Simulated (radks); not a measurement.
Neutral bromine inside a hard spherical wall (all orbitals vanish at R), configuration held at [Ar] 3d10 4s2 4p5 and not refilled when levels cross. Method: non-relativistic Kohn-Sham, PBE, spin-polarised, spherical densities, point nucleus; open shells are filled with parallel spins first; computed with a radial shooting solver on a logarithmic mesh with Libxc functionals. Eigenvalues in eV for spin up, with the zero of energy where the potential of the charges vanishes at infinity; a dash marks a level that is unbound or too diffuse for the functional's potential to be trusted. A positive occupied level is held by the wall or, in an anion where self-interaction has pushed it up, behind a barrier. The pressure on the wall is -dE/dV.

| R (bohr) | E (hartree) | kinetic (hartree) | e(3p) | e(3d) | e(4s) | e(4p) | e(5s, empty) | e(5p, empty) | pressure (GPa) |
|---|---|---|---|---|---|---|---|---|---|
| free | -2573.78331 | 2572.270 | -171.68 | -68.373 | -19.781 | -8.239 | - | - | 0 |
| 15 | -2573.78331 | 2572.270 | -171.68 | -68.373 | -19.781 | -8.239 | - | - | < 0.0001 |
| 12 | -2573.78331 | 2572.270 | -171.68 | -68.373 | -19.781 | -8.239 | -0.301 | 1.069 | < 0.0001 |
| 5 | -2573.73099 | 2572.620 | -170.05 | -66.745 | -18.554 | -6.951 | 8.886 | 14.808 | 7.65 |
| 4 | -2573.52399 | 2573.704 | -166.52 | -63.252 | -15.991 | -4.012 | 21.458 | 30.200 | 62.5 |
| 3.5 | -2573.18287 | 2575.243 | -162.58 | -59.355 | -12.965 | -0.410 | 35.148 | 45.901 | 197 |
| 2.5 | -2570.11877 | 2586.292 | -143.88 | -40.967 | 5.679 | 21.734 | 110.10 | 126.48 | 2660 |
